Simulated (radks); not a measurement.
Q: Coherent X-ray form factor from a spherical all-electron density. All-electron calculation, scalar-relativistic Kohn-Sham, Slater X-alpha with alpha = 0.985, spin-polarised, spherical densities, point nucleus. Program: a radial shooting solver on a logarithmic mesh with Libxc functionals.

sin(theta)/lambda (1/angstrom)  f0 (electrons)
0.05                                    26.915
0.1                                     26.661
0.15                                    26.245
0.2                                     25.680
0.25                                    24.980
0.3                                     24.164
0.4                                     22.263
0.5                                     20.148
0.6                                     17.979
0.8                                     13.977
1                                       10.862
1.25                                     8.308
1.5                                      6.840
2                                        5.347

The species is in the configuration that NIST lists as its ground one. Which atom or ion scatters so?

A: The strontium ion Sr11+, [Ar] 3d9. Extrapolating in s^2 from the first two rows gives f0(0) = 27.0, near the electron count 27; among species with that count, the fall with angle is slower the higher Z, and the table is that of Z = 38; from so few rows the species is fixed only to a neighbour or two.
